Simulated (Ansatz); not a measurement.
Reaction (homolysis of the B–O bond): `CC(C)OB(O)Cl` → `O[B]Cl`• + `CC(C)[O]`•

Computed with Ansatz on PBE0-D4/def2-TZVP structures; ΔE is electronic, products minus reactants. CBS: MP2 limit from def2 TZ/QZ plus the TZ coupled-cluster correction, frozen cores. Open shells (•) are unrestricted, without spin–orbit coupling. Each species was taken in one conformer, which may not be the lowest.

`CC(C)OB(O)Cl`:

Z-matrix (Å, degrees):
```
C
C 1 1.513
H 1 1.093 2 110.3
H 1 1.092 2 110.3 3 -119.8
H 1 1.092 2 110.8 3 120.4
C 2 1.511 1 112.9 3 59.8
O 2 1.431 1 109.2 3 -59.6
H 2 1.095 1 109.3 3 -177.9
H 6 1.092 2 110.2 1 60.9
H 6 1.093 2 110.5 1 -58.9
H 6 1.091 2 110.8 1 -179.2
B 7 1.348 2 125.4 1 -89.5
O 12 1.354 7 120.5 2 178.4
Cl 12 1.773 7 122.7 2 -1.9
H 13 0.962 12 111.4 7 -0.3
```

`O[B]Cl`•:

Cartesian coordinates in Å:
```
O 0.424 0.695 0.064
B -0.426 -0.333 0.109
Cl -0.144 -1.807 -0.771
H 0.146 1.446 0.597
```

`CC(C)[O]`•:

```xyz
11

C     0.560   -1.049    0.528
C    -0.147   -0.200   -0.523
C    -0.412    1.232   -0.072
O    -1.254   -0.807   -1.035
H     0.746   -2.052    0.144
H     1.510   -0.597    0.820
H    -0.066   -1.131    1.420
H     0.512   -0.156   -1.420
H    -1.072    1.230    0.799
H    -0.895    1.798   -0.869
H     0.518    1.732    0.207
```

```csv
level,ΔE (eV)
SCS-MP2/def2-TZVPP,6.32
MP2/CBS(def2),6.59
```

(1) What does CCSD(T)/CBS give? (An estimate is asked.)

Largest T1 diagnostic among the species: 0.017.

## Answers

(1) The calculation gave: +6.19 eV. The listed levels differ from it by 0.13, 0.40 eV.

In def2-TZVPP, CCSD(T) changes the Hartree–Fock value by +1.43 eV (the triples alone add +0.10 eV) and MP2 by +1.83 eV; breaking electron pairs costs correlation energy, which Hartree–Fock lacks. From PBE to PBE0 (25 % exact exchange), in def2-TZVPP and without D4, ΔE moves by +0.08 eV.
